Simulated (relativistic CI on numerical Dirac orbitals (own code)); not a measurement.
Calculated at this level of theory: Dirac-Coulomb-Breit CI, orbitals from a KLI potential per configuration, model QED (radiative potential, 1s self-energy scaled to tabulated hydrogen-like ionisation energies), unscaled Slater integrals (own radial code, finite nucleus).

The strongest absorption lines from the ground level of an ion, among the configurations computed and to levels below about 313 eV (vacuum wavelength in Å, gf): 39.879 (0.17), 39.965 (0.00053), 47.946 (0.02), 48.667 (0.00026), 51.824 (0.026), 51.901 (0.54), 318.86 (0.29), 633.13 (2.8e-05).

Q: Which ion is it?
A. Al¹¹⁺
B. Na⁷⁺
C. Al⁷⁺
D. Al⁹⁺

A: D. Al⁹⁺ has 4 electrons and the ground level 2s² ¹S0; the strongest line goes to 2s3p ¹P°1. The pattern of lines fixes the number of electrons, and along that sequence the line energies rise steadily with the charge (about as its square where n changes within one kind of shell, about linearly where n is kept but much faster in heavy ions where fine structure, which grows about as Z⁴, sets the gap, and irregularly where shells cross), which fixes Z. Configurations outside the model, such as inner-shell arrays, can give stronger lines. At this charge energies of transitions that change n are usually good to better than 1 %, and those within a shell (Δn = 0) to a few per cent.
